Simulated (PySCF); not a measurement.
Two-component Hartree-Fock for Cl⁺ (chlorine, charge +1)

Start: [Ne] 3s2 3p4; 3p1/2 filled at m_j = +1/2; 3p3/2 filled at m_j = -1/2, +1/2, +3/2. Calculated with PySCF 2.14 in x2c-TZVPall-2c (5s6p2d1f, 40 functions): generalised Hartree-Fock with the X2C-1e Hamiltonian and a Gaussian nucleus; one run each with spin-orbit coupling (SO) switched off, then screened by Boettger's factors. This is a chosen level, not necessarily the ground level.

```
spinor shell  electrons  ε, spin-free (eV)  ε, screened SO (eV)  weight of nominal j (screened SO)  rms radius, screened SO (bohr)
       1s1/2          2            -2877.1              -2877.1                              1.000                           0.105
       2s1/2          2            -303.20              -303.18                              1.000                           0.478
       2p1/2          2            -232.39              -233.89                              0.938                           0.449
       2p3/2          4            -232.39              -231.62                              0.969                           0.452
       3s1/2          2            -40.238              -40.231                              0.999                            1.62
       3p3/2          3            -25.601              -26.349                              0.652                            1.84
       3p1/2          1            -25.601              -23.380                              0.662                            1.90
```

```tsv
quantity	spin-free	screened SO
E (hartree)	-460.45013	-460.45288
M_J	2	2
⟨J²⟩	6.013	6.015
⟨L²⟩	2.009	2.017
⟨S²⟩	2.004	2.000
```

Each row is a mean over spinors that exchange with the open shell spreads, by up to 6.969 eV (3s1/2).

Rows whose weight is well below 1 are mixtures of j = l ± 1/2: exchange outweighs spin-orbit coupling there, and the label is only the starting occupation.

Without spin-orbit coupling the j labels of p, d and f shells carry no meaning; the spin-free column gives the mean over the occupied spinors of each nl shell.
